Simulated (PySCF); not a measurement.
SMILES C(=C)[SiH2]C(C)C (C5H12Si), GFN2-xTB optimised geometry.

```
18

C     -2.85    -0.94     2.32
C     -2.03    -1.32     1.36
Si    -0.15    -1.31     1.47
C      0.55    -0.31     0.00
C      2.07    -0.31     0.00
C      0.02     1.13     0.00
H     -2.48    -0.58     3.26
H     -3.93    -0.96     2.21
H     -2.46    -1.68     0.43
H      0.36    -2.69     1.39
H      0.27    -0.70     2.74
H      0.22    -0.78    -0.93
H      2.46    -1.32    -0.04
H      2.45     0.17     0.90
H      2.46     0.24    -0.86
H      0.40     1.68    -0.86
H     -1.07     1.14    -0.03
H      0.34     1.65     0.90
```

Density from PBE0/def2-SVP run with PySCF 2.14.0 at that geometry.

Minimum of the electron density along straight lines between bonded atoms, close to the bond critical point (lines longer than 1.1 times the sum of covalent radii, or with two minima, are not listed):

```tsv
bond	length / Å	ρ at the minimum / e bohr⁻³	∇²ρ there / e bohr⁻⁵	position (fraction from the first atom)
C1–C2	1.323	0.343	-0.92	0.51
C2–Si3	1.883	0.113	0.35	0.62
Si3–C4	1.914	0.112	0.29	0.38
C4–C5	1.526	0.241	-0.53	0.50
C4–C6	1.527	0.240	-0.53	0.50
C1–H7	1.078	0.284	-1.09	0.63
C1–H8	1.080	0.282	-1.08	0.63
C2–H9	1.085	0.276	-1.02	0.63
Si3–H10	1.471	0.115	0.32	0.49
Si3–H11	1.468	0.116	0.32	0.49
C4–H12	1.096	0.270	-0.94	0.62
C5–H13	1.088	0.276	-1.01	0.62
C5–H14	1.088	0.276	-1.00	0.62
C5–H15	1.090	0.275	-1.00	0.62
C6–H16	1.090	0.275	-0.99	0.62
C6–H17	1.088	0.276	-1.01	0.62
C6–H18	1.088	0.276	-1.00	0.62
```
